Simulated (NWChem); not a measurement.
System: CHOS cation; SMILES [OH+]=C=S

Computed with NWChem. Pople sets run with spherical d functions. Structure relaxed at the PBE0-D3(BJ)/def2-TZVP level. COSMO at PBE/6-31G*, default radii, gas-phase geometry; f = (ε − 1)/ε scales the surface charges.

```csv
row,f,electrostatic solvation energy (kcal/mol)
ε = 2.4,0.5833,-40.61
ε = 3.9,0.7436,withheld
ε = 4.8,0.7917,-55.24
ε = 25.0,0.9600,-67.12
ε = 37.5,0.9733,-68.07
```

### Question
Fit a straight line of the last column on the one before it, predict the withheld value, and compare with the run.

### Answer

1. Means of the 4 shown rows: x = 0.82708, y = -57.760. Slope Σ(x − x̄)(y − ȳ)/Σ(x − x̄)² = -7.022/0.09973 = -70.41; intercept 0.474.
2. The shown rows scatter about the line by 0.018 (root mean square); the largest residual is +0.03, at ε = 4.8.
3. At x = 0.7436 (ε = 3.9; inside the shown range) the line gives -51.88.
4. The run gives -51.86, +0.02 from the line.
